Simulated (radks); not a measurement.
Values are calculated unless marked as measured or tabulated.
Charge is removed step by step from the 3s1/2 level of neutral sulfur, starting from [Ne] 3s2 3p4. Level of theory: Dirac Kohn-Sham, PBE, spin-unpolarised, spherical densities, finite nucleus; open shells are shared between the two j in proportion to 2j + 1; Fermi nuclear charge, rms radius 3.2611 fm (a radial shooting solver on a logarithmic mesh with Libxc functionals).

removed (e)	E - E(0) (eV)	eigenvalue (eV)	E minus straight line (eV)
0	0.000	-17.255	0.000
0.25	4.638	-19.868	-1.024
0.5	9.943	-22.585	-1.381
0.75	15.938	-25.395	-1.047
1	22.647	-28.291	0.000

Removing the whole electron costs 22.647 eV by Delta-SCF, against 17.255 eV from minus the eigenvalue at the starting occupation. Slater's transition state (half an electron removed) gives 22.585 eV. Integrating minus the eigenvalue over the occupation (Janak's theorem) gives 22.647 eV. The mean slope of the eigenvalue, de/dn, is 11.0 eV per electron.
